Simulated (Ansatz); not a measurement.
Geometry optimisation, RKS B3LYP/def2-SVP in Ansatz.

Input file:

```yaml
crystal:
  periodic: [false, false, false]
  atoms:
    - { symbol: B, position_ang: [-1.8722, 0.3839, 0.1988] }
    - { symbol: Sb, position_ang: [-0.6609, -0.5928, 1.7213] }
    - { symbol: Si, position_ang: [1.4166, 0.3174, 0.6647] }
    - { symbol: O, position_ang: [1.58869, 2.00317, 0.85929] }
    - { symbol: Zn, position_ang: [1.62466, 2.89938, 2.15592] }
    - { symbol: H, position_ang: [-2.0051, 1.6226, 0.1835] }
    - { symbol: H, position_ang: [-2.3479, -0.1928, -0.7031] }
    - { symbol: H, position_ang: [-0.5472, -2.054, 0.7669] }
    - { symbol: H, position_ang: [2.61383, -0.40768, 1.20082] }
    - { symbol: H, position_ang: [1.37254, 0.03358, -0.82129] }
    - { symbol: H, position_ang: [-0.0689, -1.4435, -1.8817] }
basis:
  gaussian: { orbitals: def2-SVP }
hamiltonian:
  xc: b3lyp
relax:
  f_tol: 0.015
  max_steps: 40
```

Run as:

```bash
$ ansatz run input.yaml --threads 2 --pin off --max-ram 3072MiB --backend cpu --events-out ev --progress --plain --runs-dir out
```

Problem. Where does it end, and by what steps?

Solution. The run converged. After 24 steps the energy has fallen by 4.036 eV; H11 moved furthest, 1.51 Å. Parted: Si3–H10. Joined: H10–H11.

```json
{"step": "0", "energy less start (eV)": "0.0000", "largest force component (eV/Å)": "7.014", "accepted": "yes"}
{"step": "1", "energy less start (eV)": "-0.7453", "largest force component (eV/Å)": "3.459", "accepted": "yes"}
{"step": "2", "energy less start (eV)": "-1.1904", "largest force component (eV/Å)": "1.850", "accepted": "yes"}
{"step": "3", "energy less start (eV)": "-1.4527", "largest force component (eV/Å)": "1.042", "accepted": "yes"}
{"step": "4", "energy less start (eV)": "-1.7352", "largest force component (eV/Å)": "0.892", "accepted": "yes"}
{"step": "5", "energy less start (eV)": "-2.1869", "largest force component (eV/Å)": "1.643", "accepted": "yes"}
{"step": "6", "energy less start (eV)": "-2.8781", "largest force component (eV/Å)": "2.550", "accepted": "yes"}
{"step": "7", "energy less start (eV)": "-2.7496", "largest force component (eV/Å)": "7.306", "accepted": "no"}
{"step": "8", "energy less start (eV)": "-3.3058", "largest force component (eV/Å)": "1.447", "accepted": "yes"}
{"step": "9", "energy less start (eV)": "-3.5741", "largest force component (eV/Å)": "0.912", "accepted": "yes"}
{"step": "10", "energy less start (eV)": "-3.8064", "largest force component (eV/Å)": "0.801", "accepted": "yes"}
{"step": "11", "energy less start (eV)": "-3.9331", "largest force component (eV/Å)": "0.215", "accepted": "yes"}
{"step": "12", "energy less start (eV)": "-3.9862", "largest force component (eV/Å)": "0.223", "accepted": "yes"}
{"step": "13", "energy less start (eV)": "-4.0013", "largest force component (eV/Å)": "0.579", "accepted": "yes"}
{"step": "14", "energy less start (eV)": "-4.0163", "largest force component (eV/Å)": "0.241", "accepted": "yes"}
{"step": "15", "energy less start (eV)": "-4.0236", "largest force component (eV/Å)": "0.158", "accepted": "yes"}
{"step": "16", "energy less start (eV)": "-4.0287", "largest force component (eV/Å)": "0.331", "accepted": "yes"}
{"step": "17", "energy less start (eV)": "-4.0314", "largest force component (eV/Å)": "0.168", "accepted": "yes"}
{"step": "18", "energy less start (eV)": "-4.0323", "largest force component (eV/Å)": "0.122", "accepted": "yes"}
{"step": "19", "energy less start (eV)": "-4.0332", "largest force component (eV/Å)": "0.062", "accepted": "yes"}
{"step": "20", "energy less start (eV)": "-4.0340", "largest force component (eV/Å)": "0.101", "accepted": "yes"}
{"step": "21", "energy less start (eV)": "-4.0345", "largest force component (eV/Å)": "0.087", "accepted": "yes"}
{"step": "22", "energy less start (eV)": "-4.0351", "largest force component (eV/Å)": "0.043", "accepted": "yes"}
{"step": "23", "energy less start (eV)": "-4.0353", "largest force component (eV/Å)": "0.033", "accepted": "yes"}
{"step": "24", "energy less start (eV)": "-4.0355", "largest force component (eV/Å)": "0.013", "accepted": "yes"}
```

```xyz
11
Properties=species:S:1:pos:R:3
B -2.146 0.230 0.201
Sb -1.067 -0.730 1.904
Si 1.193 0.271 1.192
O 1.486 1.795 1.107
Zn 2.397 3.653 2.172
H -2.127 1.428 0.123
H -2.803 -0.443 -0.548
H -0.748 -2.246 1.158
H 2.286 -0.753 1.102
H 1.411 0.053 -2.027
H 1.233 -0.687 -2.038
```

The run took 2.5 min on 2 threads of Intel(R) Xeon(R) Platinum 8488C (Sapphire Rapids) (shared host), peak memory 0.42 GiB.
